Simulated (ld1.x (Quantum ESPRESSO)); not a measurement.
## Mg: from the effect back to the setting (TM)

Base potential:

```json
{
  "Element": "Mg",
  "Generator": "ld1.x (Quantum ESPRESSO) 7.5",
  "Type": "norm-conserving Troullier–Martins (Kleinman–Bylander form)",
  "Functional": "BP86",
  "Relativity": "fully relativistic",
  "Frozen core": "[He]",
  "Valence charge": "10",
  "Reference configuration": "2s2 2p6 3s0 3p0 (charge +2)",
  "Partial waves": "2p (bound): rc 1.25 bohr; 2s (bound): rc 0.65 bohr",
  "Local potential": "the s channel",
  "Core correction": "none"
}
```

Open shells are filled in proportion to 2j + 1 (rel_dist='average').

Cutoffs, loose and tight: the cutoffs (Ry, on a coarse ladder) from which the occupation-weighted sum of valence levels, in a spherical-Bessel basis at the reference potential, stays within 10 and 1 mRy of its value at 400 Ry. They do not see the model core or the augmentation charge, which bear on the density cutoff. Test errors are all-electron minus pseudo excitation energies from the reference, over the configurations 2s2 2p6 3s2 3p0; 2s2 2p6 3s1 3p0; 2s2 2p6 3s1.5 3p0; 2s2 2p5 3s2 3p0; 2s2 2p6 3s1 3p1; 2s1 2p6 3s2 3p0; 2s2 2p6 3s0 3p2; variants that change the core or the reference have their own tests.

Only the scale of all radii (base = 1) is moved (2 further runs of the sweep failed or gave no value and are left out):

| scale of all radii (base = 1) | cutoff, loose | cutoff, tight | bound ghosts | largest test error (meV) |
| --- | --- | --- | --- | --- |
| 0.98 | 260 Ry | over 300 Ry | none | +325 |
| 1.17 | 160 Ry | 300 Ry | none | +710 |
| 1.28 | 120 Ry | 230 Ry | none | +983 |
| 1.36 | 110 Ry | 200 Ry | none | +1234 |

Task: One more run gave cutoff, loose: 230 Ry; cutoff, tight: over 300 Ry; bound ghosts: none; largest test error (meV): +522. Which value of the scale of all radii (base = 1) was used?

Result: 1.08. The loose cutoff moves one way along this sweep, from 260 Ry at 0.98 to 110 Ry at 1.36, which places the run between 0.98 and 1.17.
